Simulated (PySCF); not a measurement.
Species: C4H12Si3.
Atom-mapped SMILES: `[CH3:1][SiH2:2][C:3]#[C:4][SiH2:5][CH2:6][SiH3:7]` (hydrogens: H8, H9, H10 on C1; H11, H12 on Si2; H13, H14 on Si5; H15, H16 on C6; H17, H18, H19 on Si7)

Four sets of settings were typed for PySCF runs (density fitting) on one GFN2-xTB geometry. Runs with no stated cap are allowed at least 80 cycles.

**Question.** One run ended without self-consistency. Which?
A. PBE0/pcSseg-1, DIIS off, start guess random, at most 79 cycles
B. PBE0/pcSseg-1, start guess random, at most 90 cycles
C. wB97X-D/pcSseg-1
D. LDA/pcSseg-0, level shift 0.9 Eh, at most 93 cycles

**Answer.** A. The energy swings between two values 160 Eh apart, cycle after cycle, with a gradient of 3.4e+01 at cycle 79; DIIS was off. Go back to DIIS and the default start guess. Its energy and orbitals aren't self-consistent and shouldn't be used.

The end of its output:
```
cycle  71  E = -506.6128143846  dE = -1.571e+02  |g| = 3.446e+01  |ddm| = 8.067e+01
cycle  72  E = -349.5497657798  dE =  1.571e+02  |g| = 3.242e+01  |ddm| = 8.067e+01
cycle  73  E = -506.6128143846  dE = -1.571e+02  |g| = 3.446e+01  |ddm| = 8.067e+01
cycle  74  E = -349.5497657798  dE =  1.571e+02  |g| = 3.242e+01  |ddm| = 8.067e+01
cycle  75  E = -506.6128143846  dE = -1.571e+02  |g| = 3.446e+01  |ddm| = 8.067e+01
cycle  76  E = -349.5497657798  dE =  1.571e+02  |g| = 3.242e+01  |ddm| = 8.067e+01
cycle  77  E = -506.6128143846  dE = -1.571e+02  |g| = 3.446e+01  |ddm| = 8.067e+01
cycle  78  E = -349.5497657798  dE =  1.571e+02  |g| = 3.242e+01  |ddm| = 8.067e+01
cycle  79  E = -506.6128143846  dE = -1.571e+02  |g| = 3.446e+01  |ddm| = 8.067e+01
SCF not converged, last energy = -506.6128143846
```

The others met their thresholds:

```csv
settings,basis functions,SCF cycles,E (Eh),HOMO (eV),LUMO (eV),dipole (D)
"LDA/pcSseg-0, level shift 0.9 Eh, at most 93 cycles",99,24,-1021.7865,-6.88,-1.28,0.50
"PBE0/pcSseg-1, start guess random, at most 90 cycles",200,19,-1027.4697,-7.88,-0.47,0.60
wB97X-D/pcSseg-1,200,13,-1027.9793,-9.71,1.27,0.57
```

The row «LDA/pcSseg-0, level shift 0.9 Eh, at most 93 cycles» holds settings that only steer the iterations; the run converged, so they did no harm here. The row «PBE0/pcSseg-1, start guess random, at most 90 cycles» holds settings that only steer the iterations; the run converged, so they did no harm here, though a poor start can end in a higher solution, which wasn't checked. wB97X-D ran without the empirical dispersion term, which would shift the total energy alone. Cycle counts include a coarse-grid stage where the run had one.

Shape of the structure used: `[CH3:1][SiH2:2][C:3]#[C:4][SiH2:5][CH2:6][SiH3:7]`: C4–Si5–C6–Si7 177°.
